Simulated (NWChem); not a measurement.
System: C₄H₆O; SMILES C1(C=O)CC1

Here is an NWChem input.

```
start job
memory heap 200 mb stack 900 mb global 1100 mb
geometry units angstroms noautosym nocenter noautoz
  O     -0.584002     1.678307     0.000000
  C      0.507858     1.142047     0.000000
  C      0.712385    -0.327313     0.000000
  C     -0.315336    -1.178471    -0.743500
  C     -0.315336    -1.178471     0.743500
  H      1.436878     1.753557     0.000000
  H      1.745274    -0.664542     0.000000
  H      0.059318    -2.049778    -1.272608
  H     -1.102070    -0.624784    -1.247354
  H      0.059318    -2.049778     1.272608
  H     -1.102070    -0.624784     1.247354
end
basis spherical
  * library 6-31g*
end
dft
  xc b3lyp
  iterations 150
end
property
  shielding 8 1 2 3 4 6 7 8 9
end
task dft property
```

Excerpt of the output:

```
             Northwest Computational Chemistry Package (NWChem) 7.3.0
             --------------------------------------------------------

                             Geometry "geometry" -> ""
                             -------------------------

 Output coordinates in angstroms (scale by  1.889725989 to convert to a.u.)

  No.       Tag          Charge          X              Y              Z
 ---- ---------------- ---------- -------------- -------------- --------------
    1 O                    8.0000    -0.58400200     1.67830700     0.00000000
    2 C                    6.0000     0.50785800     1.14204700     0.00000000
    3 C                    6.0000     0.71238500    -0.32731300     0.00000000
    4 C                    6.0000    -0.31533600    -1.17847100    -0.74350000
    5 C                    6.0000    -0.31533600    -1.17847100     0.74350000
    6 H                    1.0000     1.43687800     1.75355700     0.00000000
    7 H                    1.0000     1.74527400    -0.66454200     0.00000000
    8 H                    1.0000     0.05931800    -2.04977800    -1.27260800
    9 H                    1.0000    -1.10207000    -0.62478400    -1.24735400
   10 H                    1.0000     0.05931800    -2.04977800     1.27260800
   11 H                    1.0000    -1.10207000    -0.62478400     1.24735400

 Effective nuclear repulsion energy (a.u.)     166.1832915892

                              NWChem Property Module
                              ----------------------

  itol2e modified to match energy
  convergence criterion.

                                 NWChem DFT Module
                                 -----------------

 Summary of "ao basis" -> "ao basis" (spherical)
 ------------------------------------------------------------------------------
       Tag                 Description            Shells   Functions and Types
 ---------------- ------------------------------  ------  ---------------------
 O                           6-31g*                  6       14   3s2p1d
 C                           6-31g*                  6       14   3s2p1d
 H                           6-31g*                  2        2   2s

  itol2e modified to match energy
  convergence criterion.

[...]

          -----------------------------------------
          Chemical Shielding Tensors (GIAO, in ppm)
          -----------------------------------------

                                NWChem CPHF Module
                                ------------------

  scftype          =     RHF
  nclosed          =       19
  nopen            =        0
  variables        =     1197
  # of vectors     =        3
  tolerance        = 0.10D-03
  level shift      = 0.00D+00
  max iterations   =       50
  max subspace     =       30

 SCF residual:    3.0719286301025661E-005

Iterative solution of linear equations
  No. of variables     1197
  No. of equations        3
  Maximum subspace       30
        Iterations       50
       Convergence  1.0D-04

   iter   nsub   residual    time
   ----  ------  --------  ---------
     1      3    8.78D-01      68.0
     2      6    1.06D-01      73.0
     3      9    4.40D-03      78.2
     4     12    2.31D-04      83.9
     5     15    1.19D-05      89.1

      Atom:    1  O
        Diamagnetic
    411.4465    -11.7499     -0.0000
    -11.7499    394.7547      0.0000
     -0.0000      0.0000    394.0803

        Paramagnetic
  -1121.1492    199.3810      0.0000
    199.3810   -860.0129      0.0000
      0.0000      0.0000      7.7063

        Total Shielding Tensor
   -709.7027    187.6311      0.0000
    187.6311   -465.2582      0.0000
      0.0000      0.0000    401.7865

           isotropic =    -257.7248
          anisotropy =    -830.5253

          Principal Components and Axis System
                 1           2           3
             -811.4084    401.7865   -363.5526

      1         0.8792      0.0000      0.4765
      2        -0.4765      0.0000      0.8792
      3        -0.0000      1.0000     -0.0000

      Atom:    2  C
        Diamagnetic
    254.3166     -3.7838     -0.0000
     -3.7838    262.8098     -0.0000
     -0.0000     -0.0000    235.8450

        Paramagnetic
   -321.7597    -29.1114      0.0000
    -29.1114   -303.1934      0.0000
      0.0000      0.0000   -127.2403

        Total Shielding Tensor
    -67.4431    -32.8952      0.0000
    -32.8952    -40.3837      0.0000
      0.0000      0.0000    108.6047

           isotropic =       0.2593
          anisotropy =     162.5181

          Principal Components and Axis System
                 1           2           3
              108.6047    -89.4823    -18.3444

      1         0.0000      0.8308     -0.5566
      2         0.0000      0.5566      0.8308
      3         1.0000     -0.0000     -0.0000

      Atom:    3  C
        Diamagnetic
    253.0706      5.0764      0.0000
      5.0764    256.1752      0.0000
      0.0000      0.0000    244.2802

        Paramagnetic
   -110.4364    -36.5889     -0.0000
    -36.5889    -55.2918     -0.0000
     -0.0000     -0.0000    -85.4330

        Total Shielding Tensor
    142.6342    -31.5125     -0.0000
    -31.5125    200.8834      0.0000
     -0.0000      0.0000    158.8472

           isotropic =     167.4549
          anisotropy =      70.8210

          Principal Components and Axis System
                 1           2           3
              214.6689    158.8472    128.8487

      1        -0.4008      0.0000      0.9162
      2         0.9162     -0.0000      0.4008
      3         0.0000      1.0000      0.0000

      Atom:    4  C
        Diamagnetic
    247.2963      2.6975      3.0631
      2.6975    249.5784      3.8310
      3.0631      3.8310    255.2663

[...]
```

Level: B3LYP/6-31G* (spherical d), GIAO. Coordinates come from a B3LYP/6-31G* (spherical d) optimisation. The output numbers the shielded atoms by their place in the input's list. The printed shielding anisotropy is the first printed principal value minus the mean of the other two.
